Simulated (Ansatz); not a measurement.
Geometry optimisation, RKS BHLYP-D4/def2-SVP in Ansatz 0.2.0.

Input:

```yaml
crystal:
  periodic: [false, false, false]
  atoms:
    - { symbol: Ga, position_ang: [-0.4152, 0.1248, -0.3484] }
    - { symbol: Br, position_ang: [1.4159, -2.0076, -0.6251] }
    - { symbol: O, position_ang: [-0.4186, 1.1342, -1.7569] }
    - { symbol: O, position_ang: [-1.805, -0.3112, 0.601] }
    - { symbol: H, position_ang: [1.6101, -0.6539, 0.8237] }
    - { symbol: O, position_ang: [1.0955, 0.4366, 1.2149] }
    - { symbol: H, position_ang: [0.3963, 1.347, -2.2089] }
    - { symbol: H, position_ang: [-2.6657, -0.36, 0.1872] }
    - { symbol: H, position_ang: [0.7869, 0.2901, 2.1125] }
basis:
  gaussian: { orbitals: def2-SVP }
hamiltonian:
  xc: { name: BHLYP }
  dispersion: d4
relax:
  f_tol: 0.15
  max_steps: 25
  restrain:
    - { distance: [0, 5], at: 3.18, k: 30.0 }
    - { distance: [4, 1], at: 2.81, k: 30.0 }
    - { distance: [0, 1], at: 2.42, k: 30.0 }
    - { distance: [4, 5], at: 0.97, k: 30.0 }
```

Run as:

```bash
$ ansatz run input.yaml --threads 4 --pin off --max-ram 5120MiB --backend cpu --events-out ev --progress --plain --runs-dir out
```

Problem. Where does it end, and by what steps?

Solution. The run converged. The restraints hold the end off the free minimum; the threshold counts their pulls, which the force column leaves out. Restrained pairs: Ga1–O6 (2.20 → 3.17 Å), Br2–H5 (1.99 → 2.81 Å), Ga1–Br2 (2.82 → 2.38 Å), H5–O6 (1.27 → 0.96 Å). After 12 steps the energy has fallen by 1.025 eV (the restraints' own energy left out); H5 moved furthest, 0.65 Å.

| step | energy less start (eV) | largest force component (eV/Å) | accepted |
| --- | --- | --- | --- |
| 0 | 0.0000 | 3.457 | yes |
| 1 | -0.4647 | 3.252 | yes |
| 2 | -0.7599 | 1.634 | yes |
| 3 | -0.8527 | 1.730 | yes |
| 4 | -0.9059 | 1.744 | yes |
| 5 | -0.9473 | 1.376 | yes |
| 6 | -0.9339 | 1.314 | no |
| 7 | -0.9956 | 1.102 | yes |
| 8 | -1.0141 | 1.065 | yes |
| 9 | -1.0249 | 1.115 | yes |
| 10 | -0.9751 | 1.463 | no |
| 11 | -1.0214 | 1.053 | no |
| 12 | -1.0250 | 1.074 | yes |

```xyz
9
Properties=species:S:1:pos:R:3
Ga -0.506 -0.234 -0.792
Br 1.231 -1.861 -0.935
O -0.560 1.118 -1.911
O -1.774 -0.555 0.381
H 1.813 -0.321 1.344
O 1.348 0.452 1.681
H 0.199 1.223 -2.481
H -2.483 0.086 0.394
H 0.732 0.093 2.320
```

Time of the run: 58 s on 4 threads of Arm Neoverse N1 (shared host), peak memory 0.36 GiB.
